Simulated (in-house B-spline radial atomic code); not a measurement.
Configurations of the titanium ion Ti⁵⁺, with energies counted from [Ne] 3s2 3p5. All numbers are computed (non-relativistic M06-2X, spin-polarised, spherical fractional occupations, exact exchange averaged over the configuration; point nucleus) with a radial B-spline atomic code at the basis-set limit, not measured. Shells without spins written out take the highest spin.

Occupations are held fixed; configurations that lie above the ionisation limit could autoionise.

```
   configuration  E - E(ref) (eV)  highest orbital  its <r> (bohr)
    [Ne] 3s1 3p6           26.523          3p down           1.003
[Ne] 3s1 3p5 3d1           59.484            3d up           1.038
[Ne] 3s2 3p4 4s1           61.313            4s up           2.163
```

Question: Order these further configurations by energy, lowest first.
A. [Ne] 3s1 3p5 4d1
B. [He] 2s2 2p5 3s2 3p6
C. [Ne] 3s2 3p4 4f1
D. [Ne] 3s1 3p5 4f1

Answer: C (86.79 eV), A (104.72 eV), D (112.21 eV), B (429.39 eV).
